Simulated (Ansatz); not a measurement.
# Which method gave which barrier?

Saddle point of CH$_{9}$AsSi, closed shell (CH₆Si ([CH3][SiH3]) + AsH₃ → CH₇AsSi ([CH3][SiH2][AsH2]) + H₂; bonds formed: Si1–As7, H2–H6; bonds broken: Si1–H2, H6–As7), PBE0-D4/def2-TZVP structure:

```
12
angstrom
Si -0.3168 -0.5985 -0.6176
H 1.3121 0.1292 -0.6262
H 0.1822 -1.5408 -1.6675
H -1.6869 -0.2584 -1.0915
C -0.3606 -1.4322 1.0553
H 1.6525 0.9782 -0.1535
As 0.2204 1.9603 0.0629
H -0.8435 -2.4090 0.9687
H -0.9194 -0.8319 1.7747
H 0.6478 -1.5848 1.4450
H -0.3151 3.4114 0.2739
H 0.4272 2.1764 -1.4241
```

Computed with Ansatz 0.2.0 (basis: def2-TZVPP, with def2-QZVPP for the basis limit); correlated methods freeze the cores. Filled d shells of the heavier atoms are correlated. The def2 sets are not built for correlating such inner shells, so the correlated values are less sure here. Extrapolation: Hartree–Fock as exp(−7.88 √X), correlation as X^−2.97. Four methods, as single points on the PBE0-D4 structures, gave these electronic barriers from the start structure: 178.2, 227.3, 281.6, 359.1 kJ/mol.

Q: The methods were, in alphabetical order, BHLYP-D4, HF, r2SCAN-D4, SPW92. Which gave which? (Judge from chemistry; the calculation decides.)

A: Computed: SPW92 178.2; r2SCAN-D4 227.3; BHLYP-D4 281.6; HF 359.1 kJ/mol. For comparison, CCSD(T) at an estimated basis limit (MP2 extrapolated from triple and quadruple zeta, plus CCSD(T) − MP2 in triple zeta) gives 256.6 kJ/mol.

The T1 diagnostic stays at or below 0.012.

Labels in which every atom is bracketed show which atoms are joined, not bond orders.

For scale, one of the runs: CCSD(T)/def2-TZVPP, 247 basis functions (an equivalent command: `ansatz run in.yaml --threads 4`). The run took 2.7 min on 4 CPU threads (shared host), with 4.9 GiB of host memory at its peak.
